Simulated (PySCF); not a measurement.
germanium monotelluride (GeTe), SMILES [Ge]=[Te] (connectivity only; charge and spin as stated), neutral, multiplicity 1. Atoms are numbered in the order given.

```xyz
2

Ge     0.0000     0.0000    -1.4476
Te     0.0000     0.0000     0.8908
```
Charge 0, spin multiplicity 1.

The structure is a stationary point at PBE0-D3(BJ)/def2-TZVP. The def2 effective core potentials stand for the cores of Te; spin–orbit coupling is left out.

Computed with TDA-PBE/def2-TZVPD (PySCF).

Vertical excitations; the highest root listed may be one member of a degenerate set. The molecule is in vacuum. State labels are in the subgroup C2v.

Question: Give excitation energies, oscillator strengths and character. (An estimate is asked for; the answer gives what the named calculation found.)

Answer: 
```csv
state,symmetry,energy (eV),λ (nm),f,main pairs
S1,A2,2.93,423,0.000,"HOMO−1→LUMO+1 50 %, HOMO→LUMO 50 %"
S2,A1,3.18,389,0.000,"HOMO−1→LUMO, HOMO→LUMO+1 (degenerate set)"
S3,A2,3.18,389,0.000,"HOMO→LUMO, HOMO−1→LUMO+1 (degenerate set)"
S4,B2,3.47,357,0.005,HOMO−2→LUMO+1 (degenerate set)
S5,B1,3.47,357,0.005,HOMO−2→LUMO (degenerate set)
S6,A1,5.02,247,0.061,"HOMO−2→LUMO+2 38 %, HOMO→LUMO+1 28 %, HOMO−1→LUMO 28 %"
S7,B1,5.77,215,0.004,HOMO−1→LUMO+2 (degenerate set)
S8,B2,5.77,215,0.004,HOMO→LUMO+2 (degenerate set)
S9,B1,6.30,197,0.201,HOMO−1→LUMO+3 (degenerate set)
S10,B2,6.30,197,0.201,HOMO→LUMO+3 (degenerate set)
T1,A1,2.23,556,0,"HOMO−1→LUMO 50 %, HOMO→LUMO+1 50 %"
T2,A2,2.51,495,0,"HOMO−1→LUMO+1, HOMO→LUMO (degenerate set)"
T3,A1,2.51,495,0,"HOMO→LUMO+1, HOMO−1→LUMO (degenerate set)"
T4,B1,2.67,465,0,HOMO−2→LUMO 99 %
```
Triplets are in the Tamm–Dancoff approximation.
